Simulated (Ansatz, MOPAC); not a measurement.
System: C₃H₄B, net charge 0, doublet state. SMILES: C#C[B]C

Atoms: C1, C2, B3, C4, H5, H6, H7, H8. Bonds: C1-C2, C1-H5, C2-B3, B3-C4, C4-H6, C4-H7, C4-H8.

Bond lengths (Å) and angles (degrees) optimised at AM1 with MOPAC; PM3 with MOPAC; HF/6-31G* with Ansatz (a program for electronic structure); MP2/6-31G* with Ansatz, each started from the B3LYP-D3(BJ)/def2-TZVP structure (Ansatz) of the last column. A row stands for all coordinates that are equal there; 10 of 16 kinds are shown. 6-31G* holds six Cartesian d functions. No wavenumbers were computed at MP2/6-31G*, so these may be saddle points.

| coordinate | AM1 | PM3 | HF/6-31G* | MP2/6-31G* | B3LYP-D3(BJ)/def2-TZVP |
|---|---|---|---|---|---|
| C1-C2 | 1.204 | 1.214 | 1.209 | 1.197 | 1.222 |
| C1-H5 | 1.061 | 1.065 | 1.058 | 1.067 | 1.063 |
| C2-B3 | 1.491 | 1.386 | 1.495 | 1.513 | 1.450 |
| B3-C4 | 1.523 | 1.448 | 1.565 | 1.557 | 1.536 |
| C4-H6 | 1.112 | 1.104 | 1.091 | 1.099 | 1.099 |
| C4-H7 | 1.111 | 1.098 | 1.088 | 1.096 | 1.096 |
| C4-H8 | 1.109 | 1.101 | 1.084 | 1.091 | 1.090 |
| C1-C2-B3 | 174.2 | 174.1 | 174.5 | 179.5 | 174.6 |
| C2-B3-C4 | 132.0 | 158.2 | 132.1 | 126.7 | 141.7 |
| C2-C1-H5 | 179.4 | 179.8 | 179.5 | 179.6 | 178.9 |

Mean signed difference of all 7 bond lengths from B3LYP-D3(BJ)/def2-TZVP: AM1 0.008 Å, PM3 -0.020 Å, HF/6-31G* 0.005 Å, MP2/6-31G* 0.009 Å.
